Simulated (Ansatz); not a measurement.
Sn₂O₆H₄⁺. Charge 1, multiplicity 2. Geometry r2SCAN-D4/def2-SVP, that of the neutral singlet.

```csv
atom,x (Å),y (Å),z (Å)
Sn1,-1.164,1.736,-0.006
Sn2,0.153,-1.883,-0.396
O3,-1.691,-0.382,-1.872
O4,-0.604,1.417,1.877
O5,-1.502,-0.423,-0.411
O6,0.989,0.926,-0.659
O7,0.938,-0.791,1.210
O8,0.928,-0.228,-1.553
H9,-0.755,-0.169,-2.148
H10,-0.122,0.571,1.969
H11,1.565,-1.253,1.784
H12,1.264,0.478,0.207
```

In the def2 sets Sn takes a core potential; there is no spin–orbit coupling. LC-ωPBE has ω = 0.4 bohr⁻¹. The structure holds 2 bonds between oxygen atoms, so isomers without such links may lie far lower. At PBE-D4/def2-TZVP the gap within one spin of the charge 1 doublet nearly closes, so an electron or hole may be smeared out by delocalisation error. The structure comes from a short search, and lower isomers may exist.

Estimate the α-spin orbital energies around the gap (eV) in Ansatz with PBE-D4/def2-TZVP, PBE0-D4/def2-TZVP, LC-ωPBE/def2-TZVP.


```json
{"orbital": "HOMO−5", "PBE-D4/def2-TZVP": "-12.47", "PBE0-D4/def2-TZVP": "-14.12", "LC-ωPBE/def2-TZVP": "-16.72"}
{"orbital": "HOMO−4", "PBE-D4/def2-TZVP": "-12.22", "PBE0-D4/def2-TZVP": "-13.80", "LC-ωPBE/def2-TZVP": "-16.69"}
{"orbital": "HOMO−3", "PBE-D4/def2-TZVP": "-11.98", "PBE0-D4/def2-TZVP": "-13.57", "LC-ωPBE/def2-TZVP": "-16.38"}
{"orbital": "HOMO−2", "PBE-D4/def2-TZVP": "-11.61", "PBE0-D4/def2-TZVP": "-13.06", "LC-ωPBE/def2-TZVP": "-16.21"}
{"orbital": "HOMO−1", "PBE-D4/def2-TZVP": "-11.53", "PBE0-D4/def2-TZVP": "-12.96", "LC-ωPBE/def2-TZVP": "-15.86"}
{"orbital": "HOMO", "PBE-D4/def2-TZVP": "-11.37", "PBE0-D4/def2-TZVP": "-12.86", "LC-ωPBE/def2-TZVP": "-14.89"}
{"orbital": "LUMO", "PBE-D4/def2-TZVP": "-7.64", "PBE0-D4/def2-TZVP": "-6.58", "LC-ωPBE/def2-TZVP": "-4.80"}
{"orbital": "LUMO+1", "PBE-D4/def2-TZVP": "-7.04", "PBE0-D4/def2-TZVP": "-6.25", "LC-ωPBE/def2-TZVP": "-4.08"}
{"orbital": "LUMO+2", "PBE-D4/def2-TZVP": "-6.60", "PBE0-D4/def2-TZVP": "-5.83", "LC-ωPBE/def2-TZVP": "-3.80"}
{"orbital": "LUMO+3", "PBE-D4/def2-TZVP": "-6.28", "PBE0-D4/def2-TZVP": "-5.04", "LC-ωPBE/def2-TZVP": "-2.88"}
{"orbital": "LUMO+4", "PBE-D4/def2-TZVP": "-5.74", "PBE0-D4/def2-TZVP": "-4.79", "LC-ωPBE/def2-TZVP": "-2.55"}
{"orbital": "LUMO+5", "PBE-D4/def2-TZVP": "-5.69", "PBE0-D4/def2-TZVP": "-4.45", "LC-ωPBE/def2-TZVP": "-1.93"}
{"orbital": "β HOMO", "PBE-D4/def2-TZVP": "-11.24", "PBE0-D4/def2-TZVP": "-12.44", "LC-ωPBE/def2-TZVP": "-14.47"}
{"orbital": "β LUMO", "PBE-D4/def2-TZVP": "-11.20", "PBE0-D4/def2-TZVP": "-10.91", "LC-ωPBE/def2-TZVP": "-9.50"}
```
